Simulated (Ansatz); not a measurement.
Ansatz (a quantum-chemistry and plane-wave program) input (MP2/LANL2DZ): The .json file is the Basis Set Exchange's LANL2DZ.

Ansatz 0.2 input:
```yaml
crystal:
  periodic: [false, false, false]
  atoms:
    - {symbol: Hg, position_ang: [-0.00000000, -0.00000000, -0.43084330]}
    - {symbol: Cl, position_ang: [0.00000000, 0.00000000, 2.02749787]}
basis:
  gaussian:
    orbitals: LANL2DZ.json
magnetization: {spin_polarized: true, initial_magnetization: 1}
correlation: {method: mp2, electrons: outside_noble_gas}
```

From the last part of the output:

```
WARN ansatz: RAYON_NUM_THREADS=1 ignored (pool sized by the plan → 1); use --threads N
Functional definition: HF
integrals: 0.00 GiB planned
395 factors; integrals over basis functions are off by at most 1.8e-4 eV
mean field: 0.06 GiB planned
mean field evaluation 1: about -1526.0649 eV, gradient 9.0e0 eV
mean field evaluation 2: about -1526.1799 eV, gradient 9.2e0 eV
mean field evaluation 4: about -1527.0657 eV, gradient 1.2e0 eV
mean field evaluation 8: about -1527.1132 eV, gradient 1.6e-3 eV
mean field evaluation 16: about -1527.1132 eV, gradient 1.7e-6 eV
mean field -1527.11321150 eV, -56.1203754079 hartree, gradient 1.7e-6 eV, S^2 0.769571; 0 other end points of the search recorded, 0 dependent functions left out
reference -1527.11321150 eV, -56.1203754079 hartree; 10, 9 occupied and 16, 17 virtual orbitals, 395 factors
second order -2.67801761 eV of doubles, -0.00000000 eV of singles
Total energy: -1529.79122911 eV, -56.2187907400 hartree
```
